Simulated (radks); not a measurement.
O I, 8 electrons, occupied as 1s1.5 2s2 2p4.5 (fractional occupations, a model configuration). Calculated with a radial shooting solver on a logarithmic mesh with Libxc functionals: scalar-relativistic Kohn-Sham, SCAN, spin-polarised, spherical densities, finite nucleus; open shells are filled with parallel spins first; meta-GGA in the generalised Kohn-Sham scheme; Fermi nuclear charge, rms radius 2.6991 fm. Some entries of the table are withheld. Estimate them.

orbital,occ.,eigenvalue (hartree),r(max) (bohr),<1/r> (bohr^-1)
1s up,1,-20.49447,(1),7.779
1s down,0.5,-19.80001,(2),7.729
2s up,1,(3),0.8299,(4)
2s down,1,(5),0.8504,(6)
2p up,3,-0.45268,0.7497,1.225
2p down,1.5,-0.31172,0.7937,1.130

Answer. 
(1) 1s up r(max) (bohr): 0.1272
(2) 1s down r(max) (bohr): 0.1280
(3) 2s up eigenvalue (hartree): -1.04578
(4) 2s up <1/r> (bohr^-1): 1.357
(5) 2s down eigenvalue (hartree): -0.91017
(6) 2s down <1/r> (bohr^-1): 1.304
